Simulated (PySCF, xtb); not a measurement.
C3H8N, SMILES CC[N]C, multiplicity 2. One conformer was computed; it need not be the lowest.

Harmonic wavenumbers (cm⁻¹) from GFN2-xTB (xtb 6.7.1) at its own minimum, in rising order: 38, 80, 186, 282, 475, 740, 906, 998, 1037, 1058, 1089, 1171, 1206, 1218, 1321, 1378, 1401, 1420, 1426, 1466, 1481, 1497, 2736, 2789, 2861, 2878, 2921, 3036, 3050, 3057.

Problem. What does TPSSh-D3(BJ)/def2-SVP (PySCF 2.14.0) give at its own minimum? (An estimate is asked for; the answer gives what the named calculation found.)

Solution. 44, 94, 235, 285, 466, 723, 860, 948, 1031, 1044, 1059, 1138, 1218, 1267, 1364, 1394, 1412, 1430, 1469, 1474, 1481, 1495, 2923, 2943, 2954, 2996, 3039, 3109, 3127, 3131. Paired by order, the mean absolute difference is 46 cm⁻¹ and the zero-point energies are 64.6 and 66.0 kcal/mol.
